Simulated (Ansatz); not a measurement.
Ge(CCH)2H2 (C₄H₄Ge). Charge 0, multiplicity 1. Geometry relaxed at PBE0-D4/def2-SVP.

```xyz
9

Ge   -0.1531    0.0803   -0.9793
C    -1.0838    1.0442    0.3667
C    -1.6838    1.6602    1.2257
H    -2.2154    2.2058    1.9853
C     1.1158   -1.0625   -0.1479
C     1.9342   -1.7917    0.3772
H     2.6576   -2.4377    0.8425
H     0.5804    1.0680   -1.8940
H    -1.1520   -0.7667   -1.7762
```

Estimate the harmonic wavenumbers at RKS PBE0-D4/def2-SVP (Ansatz, unscaled). Is this a minimum?

86, 215, 230, 233, 370, 516, 539, 549, 714, 740, 741, 745, 746, 785, 878, 2171, 2172, 2187, 2195, 3476, 3476 cm⁻¹. Yes, no mode is imaginary beyond noise. Zero-point energy 142.1 kJ/mol. It took 82 s on 2 threads of Intel Xeon 6975P-C on a shared host.
